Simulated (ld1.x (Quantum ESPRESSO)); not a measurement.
## What one change does to a pseudopotential (Nb (Z = 41), TM)

```
Element                 : niobium (Nb)
Generator               : ld1.x (Quantum ESPRESSO) 7.5
Type                    : norm-conserving Troullier–Martins (Kleinman–Bylander form)
Functional              : PBEsol
Relativity              : fully relativistic
Frozen core             : [Kr]
Valence charge          : 5
Reference configuration : 4d4 5s1 5p0
Partial waves           : 5s (bound): rc 2.55 bohr; 5p (bound, empty): rc 3.35 bohr; 4d (bound): rc 2.10 bohr
Local potential         : all-electron potential smoothed inside 3.30 bohr (lloc = -2)
Core correction         : a·sin(br)/r model core inside 1.60 bohr
```

Open shells are filled in proportion to 2j + 1 (rel_dist='average').

Change: local potential all-electron potential smoothed inside 2.84 bohr (lloc = -2).

Cutoffs: the cutoffs (Ry, on a coarse ladder) from which the occupation-weighted sum of valence levels, in a spherical-Bessel basis at the reference potential, stays within 10 and 1 mRy of its value at 400 Ry; they do not see the model core or the augmentation charge, which bear on the density cutoff. Errors are all-electron minus pseudo energies relative to the spin-unpolarised reference configuration.

**Question.** What does the change do?

**Answer.** The potential gets neither clearly harder nor softer (35 Ry and 40 Ry → 35 Ry and 40 Ry); of the 7 tests that both files solve, the error grows in 0 and shrinks in 2 by more than 15 % and 0.3 meV (median size 61.8 → 42.9 meV); neither file shows a bound ghost.

| quantity | base | changed |
| --- | --- | --- |
| cutoff, loose | 35 Ry | 35 Ry |
| cutoff, tight | 40 Ry | 40 Ry |
| bound ghosts | none | none |
| error for 4d4 5s0 5p0, meV [ΔE 6.65 eV] | -14 | -14 |
| error for 4d3 5s0 5p0, meV [ΔE 20.68 eV] | -114 | -90 |
| error for 4d2 5s0 5p0, meV [ΔE 45.37 eV] | -623 | -552 |
| error for 4d4 5s0 5p1, meV [ΔE 2.99 eV] | -2.7 | -2.4 |
| error for 4d4.5 5s0.5 5p0, meV [ΔE 0.57 eV] | -14 | -12 |
| error for 4d3 5s2 5p0, meV [ΔE -0.53 eV] | -77 | -66 |
| error for 4d3 5s1 5p0, meV [ΔE 7.04 eV] | -62 | -43 |
| s: phases at 3.64 bohr within 0.05 rad from the reference energy up to (Ry; the scan ends near 5) | 1.1 | 0.8 |
| p1/2: phases at 3.64 bohr within 0.05 rad from the reference energy up to (Ry; the scan ends near 5) | 1.2 | 1.1 |
| p3/2: phases at 3.64 bohr within 0.05 rad from the reference energy up to (Ry; the scan ends near 5) | 1.1 | 0.9 |
| d3/2: phases at 3.64 bohr within 0.05 rad from the reference energy up to (Ry; the scan ends near 5) | 0.6 | 0.7 |
| d5/2: phases at 3.64 bohr within 0.05 rad from the reference energy up to (Ry; the scan ends near 5) | 0.6 | 0.8 |
